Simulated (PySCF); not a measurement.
# Two-component Hartree-Fock for Sr¹⁴⁺ (strontium, charge +14)

Start: [Ar] 3d6; 3d3/2 filled at m_j = -3/2, -1/2, +1/2, +3/2; 3d5/2 filled at m_j = +3/2, +5/2. Calculated with PySCF 2.14 in an uncontracted even-tempered set (17 s from 1.2 bohr⁻², ratio 2.8; 12 p from 1.5 bohr⁻², ratio 2.8; 8 d from 1.5 bohr⁻², ratio 2.8; 4 f from 6.7 bohr⁻², ratio 3): generalised Hartree-Fock with the X2C-1e Hamiltonian and a Gaussian nucleus; one run each with spin-orbit coupling (SO) switched off, then screened by Boettger's factors.

```
spinor shell  electrons  ε, spin-free (eV)  ε, screened SO (eV)  weight of nominal j (screened SO)  rms radius, screened SO (bohr)
       1s1/2          2           -16596.6             -16595.9                              1.000                          0.0451
       2s1/2          2            -2656.1              -2655.8                              1.000                           0.186
       2p1/2          2            -2399.3              -2448.2                              0.995                           0.163
       2p3/2          4            -2399.3              -2375.9                              0.997                           0.167
       3s1/2          2            -727.38              -727.29                              1.000                           0.502
       3p1/2          2            -639.56              -655.93                              0.771                           0.498
       3p3/2          4            -639.56              -631.54                              0.886                           0.507
       3d3/2          4            -513.29              -512.95                              0.704                           0.478
       3d5/2          2            -513.29              -514.20                              0.868                           0.478
```

```json
{"quantity": "E (hartree)", "spin-free": "-3089.75831", "screened SO": "-3090.04981"}
{"quantity": "M_J", "spin-free": "4", "screened SO": "4"}
{"quantity": "⟨J²⟩", "spin-free": "20.001", "screened SO": "20.009"}
{"quantity": "⟨L²⟩", "spin-free": "6.001", "screened SO": "6.212"}
{"quantity": "⟨S²⟩", "spin-free": "6.001", "screened SO": "5.871"}
```

Each row is a mean over spinors that exchange with the open shell spreads, by up to 24.636 eV (3p3/2).

Rows whose weight is well below 1 are mixtures of j = l ± 1/2: exchange outweighs spin-orbit coupling there, and the label is only the starting occupation.

Breit and QED terms are absent; they matter most for the inner s and p1/2 levels.

Densities and radii are taken from the X2C orbitals without a picture-change correction, which distorts them close to the nucleus.

Without spin-orbit coupling the j labels of p, d and f shells carry no meaning; the spin-free column gives the mean over the occupied spinors of each nl shell.
